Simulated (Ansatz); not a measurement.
`[NH2][In]([Br])[Br]` and `[F][In]([Br])[Br]` differ in one atom or group.

Ansatz, PBE0-D4/def2-TZVP geometries, multiplicity 1. Each molecule was computed in one conformer, which needn't be the lowest.

Elements past krypton have def2 core potentials. Scalar relativity is left out up to krypton.

```csv
property,`[NH2][In]([Br])[Br]`
size of the dipole moment (PBE/def2-TZVPP) / D,2.59
HOMO energy (PBE/def2-TZVPP) / eV,-6.61
LUMO energy (PBE0/def2-TZVPP) / eV,-2.17
HOMO energy (PBE0/def2-TZVPP) / eV,-7.95
size of the dipole moment (ωB97M-V/def2-TZVPP) / D,2.58
"ideal-gas entropy at 298 K and 1 bar (rigid rotor, harmonic PBE0-D4/def2-TZVP) / J/(mol·K)",380
```

**Question.** What does the change do to each property? (An estimate is asked.)

**Answer.** Computed: 
```json
{"property": "size of the dipole moment (PBE/def2-TZVPP) / D", "`[F][In]([Br])[Br]`": "1.27", "shift": "-1.32"}
{"property": "HOMO energy (PBE/def2-TZVPP) / eV", "`[F][In]([Br])[Br]`": "-7.68", "shift": "-1.07"}
{"property": "LUMO energy (PBE0/def2-TZVPP) / eV", "`[F][In]([Br])[Br]`": "-3.05", "shift": "-0.88"}
{"property": "HOMO energy (PBE0/def2-TZVPP) / eV", "`[F][In]([Br])[Br]`": "-8.99", "shift": "-1.04"}
{"property": "size of the dipole moment (ωB97M-V/def2-TZVPP) / D", "`[F][In]([Br])[Br]`": "1.30", "shift": "-1.28"}
{"property": "ideal-gas entropy at 298 K and 1 bar (rigid rotor, harmonic PBE0-D4/def2-TZVP) / J/(mol·K)", "`[F][In]([Br])[Br]`": "362", "shift": "-18"}
```

With PBE0 the HOMO falls by 1.04 eV and the LUMO falls by 0.88 eV, so the gap widens by about 0.16 eV. PBE moves the HOMO by -1.07 eV and ωB97M-V by -0.93 eV. The zero-point energy changes by -61.5 kJ/mol with -6 modes. Dipoles are sizes alone; their direction can turn.

Spin–orbit coupling is left out; it splits and shifts lone-pair levels of the heavy atoms by tenths of an eV.
